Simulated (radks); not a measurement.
These are the eigenvalues of the occupied orbitals of an atom or ion with whole-number occupations (eV). Method: Dirac Kohn-Sham, HCTH/407, spin-unpolarised, spherical densities, point nucleus; computed with a radial shooting solver on a logarithmic mesh with Libxc functionals.

orbital  eigenvalue
1s1/2     -13332.73
2s1/2     -1759.469
2p1/2     -1588.392
2p3/2     -1540.867
3s1/2     -263.6892
3p1/2     -203.9179
3p3/2     -197.0530
3d3/2      -93.1064
3d5/2      -92.0057
4s1/2      -42.1311
4p1/2      -28.9235
4p3/2      -28.2699

Which element is it, and in what charge state? The configuration may be excited. Open shells, if any, are shared by 2j + 1.

Answer. Z = 35, bromine, charge +2: Br2+ in [Ar] 3d10 4s2 4p3. The list shows which subshells hold electrons but not how many an open one holds; the 1s level, -489.97 hartree, gives Z - s = 31.3 by -(Z - s)^2/2, which with screening and relativity narrows Z to a few neighbours, and the depths of the outer levels then fix element, charge and occupations together.
